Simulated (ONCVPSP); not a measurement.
Hardness and transferability of assorted potentials

Generated with ld1.x 7.5 (TM, RRKJ, ultrasoft, PAW), atompaw 4.2 or ONCVPSP 4.0.1. The cutoff is in Ry: for ld1.x and atompaw files where the sum of valence levels is converged to 10 mRy in a Bessel basis, for ONCV files where the hardest occupied wave has 1 mHa per electron of residual kinetic energy. The error is the largest all-electron minus pseudo excitation energy over each file’s own four to seven test configurations (ionisations up to +4, promotions, holes and added fractions of an electron), all of which were solved. The labels leave out finer settings (local radius, basis sizes, second energies), which also bear on the numbers. Spin-polarised tests are not counted. The rows are a selection from randomly drawn settings: files with unsolved tests, undetermined cutoffs or missed reference levels are left out.

```csv
element,potential,cutoff (Ry),largest error (meV),bound ghosts
Cl,"ONCV, LDA (Perdew-Wang 92), scalar-relativistic, rc 1.25/1.25 (sp), local p, core correction yes, reference 3s1 3p6, qcut 4.3/8, projectors 2/0",163,+25,none
Cl,"ONCV, PW91, scalar-relativistic, rc 0.85/0.75 (sp), local smoothed, core correction no, reference 2s2 2p6 3s2 3p5, qcut 15.8/19.1, projectors 2/2",288,+30,none
Ar,"ONCV, PBEsol, scalar-relativistic, rc 0.80/0.65/0.90 (spd), local smoothed, core correction no, reference 2s2 2p6 3s2 3p6, qcut 15.1/22.8/12.6, projectors 2/2/2",409,+13,none
Mo,"ONCV, PBEsol, scalar-relativistic, rc 3.10/2.70/1.95 (spd), local d, core correction yes, reference 4d5 5s1, qcut 1.9/2.6/9.7, projectors 3/2/0",43,-348,none
Cd,"ONCV, BLYP, scalar-relativistic, rc 1.55/2.02/1.35 (spd), local smoothed, core correction yes, reference 4s2 4p6 4d10 5s2, qcut 6.8/11.3/11.3, projectors 2/1/2",77,-10,none
Ba,"ONCV, PBE, scalar-relativistic, rc 2.70/2.05/2.45 (spd), local smoothed, core correction no, reference 5s2 5p6 6s2, qcut 5.3/4.4/3.4, projectors 2/2/1",21,-81,none
Tb,"ONCV, PBEsol, scalar-relativistic, rc 2.00/1.80/2.86 (spd), local smoothed, core correction yes, reference 5s2 5p6 5d1, qcut 7.5/7.4/5.2, projectors 1/3/2",36,+373,none
Pb,"ONCV, PBE, fully relativistic, rc 1.20/1.45/1.20 (spd), local smoothed, core correction yes, reference 5s2 5p6 5d10 6s1 6p3, qcut 9.9/7.5/8.7, projectors 3/3/1",76,-58,none
```

(1) Fill in the row for Ru: ONCV, revPBE, scalar-relativistic, rc 1.50/1.75/1.80 (spd), local smoothed, core correction no, reference 4s2 4p6 4d7 5s1, qcut 7.5/8/6.2, projectors 2/2/2.

## Answers

(1) cutoff 44 Ry, largest error -127 meV, bound ghosts: none.
